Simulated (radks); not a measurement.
Results of a calculation; reference values are marked as such.
Problem. Valence configurations of Co3+ (all share [Ar]). Level of theory: scalar-relativistic Kohn-Sham, r2SCAN, spin-polarised, spherical densities, finite nucleus; open shells are filled with parallel spins first; meta-GGA in the generalised Kohn-Sham scheme; Fermi nuclear charge, rms radius 3.7875 fm (a radial shooting solver on a logarithmic mesh with Libxc functionals). Order these by energy: 3d5.5 4p0.5; 3d4 4p2; 3d6; 3d4 4s1 4p1; 3d5 4s1; 3d3 4s2 4p1; 3d4 4s2; 3d5 4p1.

Solution. From the lowest, in eV above it: 3d6 0.000; 3d5.5 4p0.5 8.910; 3d5 4s1 10.021; 3d5 4p1 18.530; 3d4 4s2 35.621; 3d4 4s1 4p1 41.123; 3d4 4p2 50.209; 3d3 4s2 4p1 73.552. NIST lists [Ar] 3d6 as the ground configuration; this level of theory agrees among the configurations tried. The energies are those of spherical high-spin densities, not of single terms.
